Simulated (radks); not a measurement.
Charge is removed step by step from the 3s down level of Ir+, starting from [Ne] 3s(up 1, down 1) 3p6 3d10 4s2 4p6 4d10 4f14 5s2 5p6 5d7 6s1. All-electron calculation, scalar-relativistic Kohn-Sham, LDA (Slater exchange, Perdew-Wang correlation), spin-polarised, spherical densities, point nucleus; open shells are filled with parallel spins first (spin-orbit coupling, left out, can overturn this in heavy ions). Program: a radial shooting solver on a logarithmic mesh with Libxc functionals.

removed (e)	E - E(0) (eV)	eigenvalue (eV)	E minus straight line (eV)
0	0.000	-3120.7	0.000
0.25	780.95	-3135.3	-5.536
0.5	1565.6	-3150.0	-7.411
0.75	2353.9	-3164.9	-5.580
1	3146.0	-3179.9	0.000

Removing the whole electron costs 3146.0 eV by Delta-SCF, against 3120.7 eV from minus the eigenvalue at the starting occupation. Slater's transition state (half an electron removed) gives 3150.0 eV. Integrating minus the eigenvalue over the occupation (Janak's theorem) gives 3150.1 eV. In this scalar-relativistic scheme the density is built from large components alone, so the theorem holds only approximately. The mean slope of the eigenvalue, de/dn, is 59.2 eV per electron.
